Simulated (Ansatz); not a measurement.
Relaxation of F3H7NO2SiTa (15 atoms, charge 0, multiplicity 1), to a largest force component of 0.03 eV/Å in at most 50 steps.

Theory: RKS PBE/def2-SVP (Ansatz).

```xyz
15
Properties=species:S:1:pos:R:3
Ta -0.098 0.435 -0.103
O 1.857 0.070 -0.265
H 2.439 0.671 0.243
F 0.500 1.801 1.125
F -0.217 -0.498 -1.765
F -1.414 1.672 -0.706
O -0.809 -0.828 1.039
H -0.084 -1.632 1.153
N 1.111 -2.471 1.127
H 0.868 -3.421 0.829
Si 1.957 -2.386 2.719
H 3.115 -3.343 2.783
H 2.433 -0.970 2.844
H 0.952 -2.730 3.779
H 1.693 -2.036 0.375
```

Where does it end, and by what steps?

It converged. The force dipped under the threshold on the way, but the program's further checks kept it going. After 30 steps the energy has fallen by 0.137 eV; H3 moved furthest, 1.00 Å.

| step | energy less start (eV) | largest force component (eV/Å) | accepted |
| --- | --- | --- | --- |
| 0 | 0.0000 | 0.628 | yes |
| 2 | -0.0842 | 0.302 | yes |
| 4 | -0.1077 | 0.206 | yes |
| 6 | -0.1162 | 0.095 | yes |
| 8 | -0.1194 | 0.073 | yes |
| 10 | -0.1213 | 0.061 | yes |
| 12 | -0.1238 | 0.051 | yes |
| 14 | -0.1268 | 0.142 | yes |
| 16 | -0.1293 | 0.033 | yes |
| 18 | -0.1320 | 0.127 | yes |
| 20 | -0.1344 | 0.041 | yes |
| 22 | -0.1356 | 0.030 | yes |
| 24 | -0.1363 | 0.086 | yes |
| 26 | -0.1366 | 0.014 | yes |
| 28 | -0.1370 | 0.064 | yes |
| 30 | -0.1372 | 0.021 | yes |

```xyz
15
Properties=species:S:1:pos:R:3
Ta -0.145 0.601 -0.216
O 1.701 -0.042 -0.407
H 2.538 0.358 -0.698
F 0.599 2.115 0.677
F -0.425 0.197 -2.055
F -1.763 1.607 -0.277
O -0.643 -0.788 0.901
H 0.056 -1.556 1.163
N 1.284 -2.451 1.309
H 1.100 -3.346 0.835
Si 1.920 -2.601 2.976
H 3.256 -3.293 3.028
H 2.052 -1.208 3.511
H 0.916 -3.395 3.757
H 1.856 -1.863 0.674
```

Whether the end is a true minimum wasn't checked by a vibrational analysis.

The run took 96 s on 4 threads of Arm Neoverse V2 (shared host), peak memory 0.27 GiB.
